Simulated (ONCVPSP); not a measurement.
Potentials for fluorine (F) compared

Generated with ld1.x 7.5 (TM, RRKJ, ultrasoft, PAW), atompaw 4.2 or ONCVPSP 4.0.1. The cutoff is in Ry: for ld1.x and atompaw files where the sum of valence levels is converged to 10 mRy in a Bessel basis, for ONCV files where the hardest occupied wave has 1 mHa per electron of residual kinetic energy. The error is the largest all-electron minus pseudo excitation energy over each file’s own four to seven test configurations (ionisations up to +4, promotions, holes and added fractions of an electron), all of which were solved. The labels leave out finer settings (local radius, basis sizes, second energies), which also bear on the numbers. Spin-polarised tests are not counted. The rows are a selection from randomly drawn settings: files with unsolved tests, undetermined cutoffs or missed reference levels are left out.

```csv
potential,cutoff (Ry),largest error (meV),bound ghosts
"ONCV, PBEsol, scalar-relativistic, rc 0.65/1.90/1.45 (spd), local smoothed, core correction no, reference 2s1.75 2p5.25, qcut 11.1/6.3/7.1, projectors 2/2/2",112,+1118,none
"ONCV, LDA (Perdew-Zunger), scalar-relativistic, rc 0.70/1.55/1.60 (spd), local smoothed, core correction yes, reference 2s1.5 2p5.5, qcut 8.4/10.5/5.9, projectors 2/2/2",257,+3401,none
"ONCV, PBE, non-relativistic, rc 0.85/1.00/0.80 (spd), local smoothed, core correction yes, reference 2s2 2p5, qcut 8.7/16/10.5, projectors 2/2/2",145,+168,none
"ONCV, PBE, scalar-relativistic, rc 0.75/1.65 (sp), local smoothed, core correction yes, reference 2s2 2p4, qcut 9.3/10.5, projectors 2/2",100,+2912,none
"ONCV, PBE, scalar-relativistic, rc 0.60/1.00 (sp), local smoothed, core correction yes, reference 2s1 2p6, qcut 13.2/16.1, projectors 2/1",145,+47,none
"ONCV, PBE, scalar-relativistic, rc 0.80/1.45/1.30 (spd), local smoothed, core correction no, reference 2s2 2p3, qcut 8.3/7.8/8, projectors 2/2/1",163,+542,none
```

(1) Fill in the row for F: ONCV, PBEsol, scalar-relativistic, rc 0.65/1.35 (sp), local s, core correction no, reference 2s2 2p5, qcut 9.9/12.7, projectors 0/2.

(2) Fill in the row for F: ONCV, Wu-Cohen, scalar-relativistic, rc 0.70/1.50/1.30 (spd), local smoothed, core correction yes, reference 2s2 2p3, qcut 11.2/8.6/7.3, projectors 2/2/2.

(3) Fill in the row for F: ONCV, PBE, non-relativistic, rc 0.80/0.90/0.80 (spd), local d, core correction no, reference 2s2 2p3.5, qcut 8.9/14.3/10, projectors 1/2/0.

Results:

(1) cutoff 111 Ry, largest error +509 meV, bound ghosts: none.

(2) cutoff 109 Ry, largest error +539 meV, bound ghosts: none.

(3) cutoff 156 Ry, largest error +14 meV, bound ghosts: none.
